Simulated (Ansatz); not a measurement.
Process, species as SMILES: C/C=C\C(C)C -> CC1CCCC1
Geometries: B3LYP-D3(BJ)/def2-TZVP minima from Ansatz (an electronic-structure program), one conformer each, not searched for the lowest. Frequencies are from Ansatz.

Property: isomerisation energy (enthalpy at 298 K, with B3LYP-D3(BJ) rigid-rotor harmonic-oscillator terms), in kcal/mol. Correlated levels leave the core frozen unless marked. No spin-orbit coupling. Non-relativistic unless marked X2C. CBS(X,Y): correlation extrapolated as X^-3; Hartree-Fock from the larger set.

```
level                        program  isomerisation energy (kcal/mol)
--------------------  --------------  -------------------------------
revPBE-D4/def2-TZVPD  Ansatz + dftd4                            -12.6
PBE0/def2-SVP                 Ansatz                            -16.8
```

### Question
Predict the CCSD(T)/CBS(cc-pVTZ,cc-pVQZ) result (Ansatz).

### Answer
-13.0 kcal/mol
